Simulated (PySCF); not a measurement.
Si(Cl)3(vinyl) (C2H3Cl3Si), SMILES Cl[Si](C=C)(Cl)Cl. Atoms are numbered in the order given.

```xyz
9

C     -2.5894     1.0979     0.0000
C     -1.2731     1.3842     0.0000
Si     0.0559     0.0921     0.0000
Cl    -0.7717    -1.8038     0.0000
Cl     1.2576     0.2970    -1.6703
Cl     1.2576     0.2970     1.6703
H     -2.9530     0.0564     0.0000
H     -3.3550     1.8922     0.0000
H     -0.9392     2.4381     0.0000
```

Geometry: PBE-D3(BJ)/def2-SVP. The values are those of a single conformer.

Calculation: PBE-D3(BJ)/def2-SVP in PySCF 2.14.0.

Frequencies are harmonic and unscaled.

```
mode  ν (cm⁻¹)  IR (km/mol)  moving atoms (share of kinetic energy)
----  --------  -----------  --------------------------------------
1           73          0.0                 C 47 %, Cl 25 %, H 24 %
2          135          0.1                 Cl 62 %, C 28 %, H 10 %
3          136          0.4                 Cl 62 %, C 20 %, H 17 %
4          174          2.4                Cl 68 %, C 13 %, Si 12 %
5          202          1.6        Cl 52 %, H 24 %, Si 12 %, C 11 %
6          212         11.6                Cl 57 %, C 21 %, Si 20 %
7          342          0.3                 C 47 %, Cl 33 %, H 15 %
8          439         21.1                Cl 60 %, C 20 %, Si 13 %
9          512          0.1                 H 48 %, C 29 %, Cl 16 %
10         602        166.5                        Si 69 %, Cl 29 %
11         613        210.1         Si 60 %, Cl 21 %, H 11 %, C 9 %
12         719         97.6                 Si 45 %, C 37 %, H 16 %
13         960         19.4                          H 72 %, C 28 %
14         969          8.3                          H 83 %, C 15 %
15         987         15.5                                  H 94 %
16        1223          0.5                          H 73 %, C 27 %
17        1366         21.0                          H 85 %, C 14 %
18        1621          8.4                          C 87 %, H 13 %
19        3060          6.6                                  H 95 %
20        3083          0.1                           H 92 %, C 8 %
21        3159          1.4                          H 89 %, C 11 %
```
